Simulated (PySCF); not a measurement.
CH7FOSi3.

```xyz
13

F     -2.6582     1.0629     0.4104
Si    -1.7381     0.1769    -0.6036
C     -0.3002    -0.5413     0.3653
O      0.4985    -1.2696    -0.6063
Si     2.0734    -0.6293    -0.5039
Si     0.9917     0.7251     1.0568
H     -1.2042     1.0801    -1.6614
H     -2.5951    -0.8875    -1.1936
H     -0.6549    -1.2254     1.1580
H      2.5384    -0.0669    -1.8069
H      3.0724    -1.6429    -0.0484
H      1.2889     0.6120     2.5155
H      0.7126     2.1517     0.7110
```

Geometry optimised at PBE0-D3(BJ)/def2-SVP. The structure was generated by enumeration; whether it is a known compound was not checked. Other conformers were not sampled.

Calculation: PBE/pcSseg-1 run with PySCF. Non-relativistic, no solvent.

**Question.** Give the absolute GIAO shielding of each atom: isotropic value and principal components (ppm). (An estimate is asked for; the answer gives what the named calculation found.)

**Answer.** 
```json
[
 {"atom": "F1", "σ(iso)": "381.0", "σ11": "351.5", "σ22": "380.7", "σ33": "410.6", "span": "59.1"},
 {"atom": "Si2", "σ(iso)": "342.7", "σ11": "297.4", "σ22": "339.8", "σ33": "390.8", "span": "93.4"},
 {"atom": "C3", "σ(iso)": "112.1", "σ11": "54.9", "σ22": "90.8", "σ33": "190.6", "span": "135.8"},
 {"atom": "O4", "σ(iso)": "301.0", "σ11": "237.5", "σ22": "268.4", "σ33": "397.0", "span": "159.5"},
 {"atom": "Si5", "σ(iso)": "310.0", "σ11": "207.2", "σ22": "272.2", "σ33": "450.7", "span": "243.5"},
 {"atom": "Si6", "σ(iso)": "367.7", "σ11": "310.4", "σ22": "336.9", "σ33": "455.9", "span": "145.4"},
 {"atom": "H7", "σ(iso)": "26.1", "σ11": "23.6", "σ22": "25.1", "σ33": "29.5", "span": "5.9"},
 {"atom": "H8", "σ(iso)": "25.9", "σ11": "22.9", "σ22": "24.2", "σ33": "30.6", "span": "7.8"},
 {"atom": "H9", "σ(iso)": "26.0", "σ11": "23.4", "σ22": "24.8", "σ33": "29.8", "span": "6.4"},
 {"atom": "H10", "σ(iso)": "25.0", "σ11": "22.3", "σ22": "23.3", "σ33": "29.5", "span": "7.2"},
 {"atom": "H11", "σ(iso)": "24.9", "σ11": "22.0", "σ22": "23.2", "σ33": "29.4", "span": "7.5"},
 {"atom": "H12", "σ(iso)": "25.9", "σ11": "23.3", "σ22": "24.1", "σ33": "30.3", "span": "7.0"},
 {"atom": "H13", "σ(iso)": "26.0", "σ11": "23.3", "σ22": "25.2", "σ33": "29.5", "span": "6.2"}
]
```
